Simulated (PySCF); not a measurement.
Excitations are Tamm–Dancoff values on a coarser integration grid. The basis has no diffuse functions, so Rydberg states are missing or too high.

Z-matrix (Å, degrees):
```
In
C 1 2.1449
H 2 1.0895 1 110.22
H 2 1.0913 3 109.23 1 121.34
H 2 1.0916 3 109.04 4 117.94
C 1 2.1472 2 131.90 3 175.78
H 6 1.0900 1 111.62 2 9.58
H 6 1.0910 7 109.28 1 -121.31
H 6 1.0917 7 108.92 8 -118.04
S 1 2.4100 2 113.32 3 -4.11
H 10 1.3429 1 94.57 2 179.74
```
Charge 0, multiplicity 1.

Question: What is the computed T1 excitation (TDA), HOMO and total energy (PBE-D3(BJ)/def2-TZVP // PBE0-D4/def2-TZVP (PySCF))?

Answer: 
T1 excitation (TDA): 3.97 eV
HOMO: -5.87 eV
total energy: -18191.96 eV
